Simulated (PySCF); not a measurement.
Ligands exchanged one at a time, Ga F-NH2. All species are isolated molecules in the gas phase. One relaxed conformer stands for each flexible species; it need not be the lowest. Strings in code marks are SMILES.

The HOMO–LUMO gap from two functionals at the same geometries (PBE0-D4/def2-TZVP), both in PySCF: PBE-D3(BJ)/def2-TZVP and B3LYP-D3(BJ)/def2-TZVP. B3LYP has the VWN-RPA correlation part, as in Gaussian. 

```
species                                               PBE-D3(BJ)/def2-TZVP (eV)  B3LYP-D3(BJ)/def2-TZVP (eV)
----------------------------------------------------  -------------------------  ---------------------------
0 of 3 F replaced by NH2 (`[F][Ga]([F])[F]`)                               6.29                         8.68
1 of 3 F replaced by NH2 (`[NH2][Ga]([F])[F]`)                             4.73                         6.54
2 of 3 F replaced by NH2 (`[NH2][Ga]([NH2])[F]`)                           4.65                         6.37
3 of 3 F replaced by NH2 (`[Ga]([NH2])([NH2])[NH2]`)                       4.60                         6.28
```

Over these rows, drawn at random from the members with no instability flagged (it was tested for open shells, ions and some series alone), PBE minus B3LYP-D3(BJ): mean -1.90 eV, from -2.39 eV to -1.68 eV.
